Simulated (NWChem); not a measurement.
# tin monoxide (SnO, singlet); SMILES [O]=[Sn]

Computed with NWChem. Low-valent species are run as closed-shell singlets; no triplet was tried in these runs. Geometry: optimised at PBE0/def2-SVP. def2 effective core potentials on Sn; no spin-orbit coupling. Vertical excitations in the gas phase; the lowest state need not have the same character in each row.

```csv
level,"lowest excitation, singlet (eV)",oscillator strength of that lowest state,"lowest state with f > 0.02, singlet (eV)",lowest triplet (eV),orbital gap (eV)
"PBE/def2-SVPD, full TDDFT",___,0.000,3.88,___,___
"B3LYP/def2-SVPD, full TDDFT",3.56,0.000,3.88,2.50,4.99
"LRC-wPBEh/def2-SVPD, full TDDFT",3.74,0.000,3.98,2.50,8.85
```

Question: Complete the blanks.

Answer: 
- PBE/def2-SVPD, full TDDFT, lowest excitation, singlet (eV): 3.65
- PBE/def2-SVPD, full TDDFT, lowest triplet (eV): 2.66
- PBE/def2-SVPD, full TDDFT, orbital gap (eV): 3.51
